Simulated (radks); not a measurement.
The numbers below are computed, except where a source is named.
Question: Isoelectronic series with 51 electrons, all held in the configuration [Kr] 4d10 5s2 5p3, which need not be the ground one along the series. Code: a radial shooting solver on a logarithmic mesh with Libxc functionals. Model: Dirac Kohn-Sham, PBE, spin-unpolarised, spherical densities, point nucleus; open shells fill j = l - 1/2 first. Total energies (hartree) and orbital eigenvalues (Ry):

ion,E (hartree),5p3/2,5p1/2,5s1/2
Sb,-6483.51920,-0.33190,-0.37602,-0.92989
Te+,-6796.47875,-0.97419,-1.04186,-1.70897
I2+,-7117.93185,-1.75833,-1.85275,-2.63095
Xe3+,-7447.90267,-2.66311,-2.78780,-3.67525
Cs4+,-7786.4260,-3.67784,-3.83651,-4.83196
Ba5+,-8133.5431,-4.79602,-4.99266,-6.09526
Ce7+,-8853.7492,-7.32671,-7.61233,-8.92785
Pr8+,-9226.9431,-8.73390,-9.07108,-10.49281
Nd9+,-9608.9398,-10.23317,-10.62703,-12.15500

Estimate the row of La6+.

Answer: E (hartree) -8489.3007; 5p3/2 -6.01333; 5p1/2 -6.25220; 5s1/2 -7.46140.
